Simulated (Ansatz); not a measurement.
Molecule: sum formula CrO₂H₂ (charge 0, quintet). The spin state was set by rule; other spins were not relaxed. SMILES: [OH][Cr][OH]
Coordinates optimised at B3LYP-D3(BJ)/def2-TZVP (Ansatz, a quantum-chemistry and plane-wave program):
```
Cr
O 1 1.8093
H 2 0.9604 1 129.37
O 1 1.8093 2 148.75 3 87.52
H 4 0.9604 1 129.37 2 -87.52
```
Charge 0, spin multiplicity 5.

Property: vertical electron affinity (to the sextet state of charge -1; a negative value means that the extra electron is unbound and the number depends on the basis; each state is the SCF solution reached for its spin), in eV. Cores are frozen in the correlated levels unless marked. UHF or UKS for open shells. No spin-orbit coupling. Frozen are the shells of the preceding noble gas and the d and f shells that filled before the atom's block. Non-relativistic. Anions need diffuse functions: def2-D sets add few. 

```csv
level,program,vertical electron affinity (eV)
HF/def2-SVPD,Ansatz,0.06
HF/def2-TZVPPD,Ansatz,-0.02
PBE/def2-TZVPD,Ansatz,0.31
B3LYP/def2-TZVPD,Ansatz,0.40
wB97X-V/def2-TZVPD,Ansatz,0.24
CCSD/def2-TZVPPD,Ansatz,0.36
```
